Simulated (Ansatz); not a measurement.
Calculated with Ansatz (gas phase, PBE0-D4/def2-TZVP geometries, no zero-point term in ΔE). CBS: MP2 limit from def2 TZ/QZ plus the TZ coupled-cluster correction, frozen cores. Functionals use def2-TZVPP. Open shells (•) are unrestricted, without spin–orbit coupling. Each species was taken in one conformer, which may not be the lowest.

`O[SiH](O)O[SiH](O)F` → `[O][SiH](O)O`• + `O[SiH]F`•  (homolysis of the O–Si bond)

`O[SiH](O)O[SiH](O)F`:

```xyz
12

O     0.839    2.129    1.483
Si    0.593    0.545    1.222
O    -0.795    0.103    1.961
O     0.477    0.200   -0.379
Si   -0.465   -0.523   -1.474
O     0.389   -1.423   -2.513
F    -1.480   -1.443   -0.641
H     0.079    2.713    1.474
H     1.784   -0.147    1.738
H    -1.286   -0.633    1.587
H    -1.264    0.422   -2.261
H     1.129   -1.943   -2.197
```

`[O][SiH](O)O`•:

Cartesian coordinates in Å:
```
O 1.149 0.003 1.435
Si -0.041 0.221 0.302
O 0.292 1.251 -0.908
O -0.432 -1.201 -0.404
H -1.066 0.830 1.182
H 0.528 0.878 -1.759
H -0.430 -1.983 0.152
```

`O[SiH]F`•:

```xyz
5

O    -0.584    0.841   -0.434
Si    0.566   -0.251   -0.030
F    -0.108   -1.599    0.515
H    -1.190    0.641   -1.150
H     1.316    0.368    1.099
```

| level | ΔE (kJ/mol) |
| --- | --- |
| ωB97X-V | 611.4 |
| MP2/def2-QZVPP | 658.2 |

(1) What does CCSD(T)/CBS give? (An estimate is asked.)

Largest T1 diagnostic among the species: 0.015.

Results:

(1) Computed: +631.4 kJ/mol. The listed levels differ from it by -20.0, 26.8 kJ/mol.

From PBE to PBE0 (25 % exact exchange), in def2-TZVPP and without D4, ΔE moves by +15.1 kJ/mol. In def2-TZVPP, CCSD(T) changes the Hartree–Fock value by +124.8 kJ/mol (the triples alone add +7.7 kJ/mol) and MP2 by +157.7 kJ/mol; breaking electron pairs costs correlation energy, which Hartree–Fock lacks. The D4 term adds +17.6 kJ/mol with B3LYP and +9.9 kJ/mol with PBE0; it sums over pairs of atoms, weighted by their polarisabilities, and B3LYP, whose exchange is more repulsive, gets the larger term.

B3LYP here is the variant with VWN-RPA as its local correlation; programs differ in this.
